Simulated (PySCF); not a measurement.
**Excitation energy of Mg⁺ by level of theory**

Mg⁺ [Ne] 3s1 (2S) → Mg⁺ [Ne] 3d1 (2D), as a difference of total energies. Calculation: PySCF 2.14, in aug-cc-pVQZ-DK (7s6p4d3f2g, 84 functions); the spin-free X2C one-electron Hamiltonian (Gaussian nucleus). The calculations carry no spin-orbit coupling.

| method | excitation energy (cm⁻¹) | error (cm⁻¹) |
| --- | --- | --- |
| UHF | 69812 | -1679 |
| LDA | 70583 | -907 |
| PBE | 68378 | -3112 |
| PBE0 | 68930 | -2561 |
| r2SCAN | 68431 | -3060 |
| BHandHLYP | 70752 | -738 |
| M06 | 63992 | -7499 |
| CAM-B3LYP | 71946 | +456 |
| M06-L | 61376 | -10114 |

Reference: 71491 cm⁻¹ (measured; NIST levels, between the centres of gravity of the two terms).
